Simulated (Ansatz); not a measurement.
A run of Ansatz (development build ahead of 0.2.0) on triplet CFMn at this shape:

```xyz
3

Mn    0.0000    0.0000    0.0000
C     0.0000    1.9780    0.0000
F     0.0000   -1.8032    0.0000
```

Its results:

| Property | Result |
| --- | --- |
| Converged | yes |
| Total energy | -1288.55577 hartree |
| Spin squared of the determinant | 4.547 |
| Stability test | minimum |

Which input gives this output? Name the method, the orbitals and the basis set, and write the input.

PBE0 (unrestricted) in pcseg-2.

```yaml
crystal:
  periodic: [false, false, false]
  atoms:
    - { symbol: Mn, position_ang: [0.0, 0.0, 0.0] }
    - { symbol: C, position_ang: [0.0, 1.978, 0.0] }
    - { symbol: F, position_ang: [0.0, -1.8032, 0.0] }
basis:
  gaussian: { orbitals: pcseg-2 }
magnetization:
  spin_polarized: true
  initial_magnetization: 2
hamiltonian:
  xc: pbe0
```

Caution: another spin multiplicity may lie lower; the unrestricted determinant is a mixture of spin states.
